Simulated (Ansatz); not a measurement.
C$_{2}$H$_{5}$FSSi, SMILES `F/C(S)=C\[SiH3]`, relaxed with RKS PBE-D4/def2-SVP in the Gaussian-basis code of Ansatz from a rough embedded geometry. The force threshold is 0.03 eV/Å; the program also tests the step.

The species carries charge 0 and has multiplicity 1.

Start:

```xyz
10

F     0.687   -0.368    1.572
C    -0.391   -0.535    0.894
S    -1.664   -1.389    1.635
C    -0.493   -0.109   -0.389
Si    0.827    0.896   -1.221
H    -1.070   -1.666    2.803
H    -1.392   -0.213   -0.945
H     1.148    2.095   -0.484
H     2.024    0.039   -1.318
H     0.324    1.251   -2.546
```

```
         step  energy (eV)  largest force (eV/Å)  largest move (Å)
            1  -23560.5700                 2.246             0.000
            2  -23560.8282                 1.591             0.100
            3  -23560.8621                 0.742             0.120
            4  -23560.8991                 0.294             0.077
 5 (rejected)  -23560.8941                 0.619             0.200
            6  -23560.9061                 0.078             0.091
            7  -23560.9112                 0.084             0.100
 8 (rejected)  -23560.8782                 1.109             0.148
            9  -23560.9121                 0.077             0.028
           10  -23560.9127                 0.054             0.023
           11  -23560.9129                 0.033             0.030
12 (rejected)  -23560.9128                 0.047             0.009
           13  -23560.9131                 0.007             0.005
```

End:

```xyz
10

F     0.629   -0.225    1.635
C    -0.468   -0.482    0.888
S    -1.777   -1.247    1.802
C    -0.527   -0.101   -0.404
Si    0.847    0.873   -1.229
H    -0.950   -1.865    2.692
H    -1.427   -0.391   -0.967
H     1.218    2.089   -0.423
H     2.088    0.038   -1.407
H     0.368    1.309   -2.586
```

It took 19 s on 4 threads of a server CPU on a shared host, with 0.15 GiB of host memory at the peak.
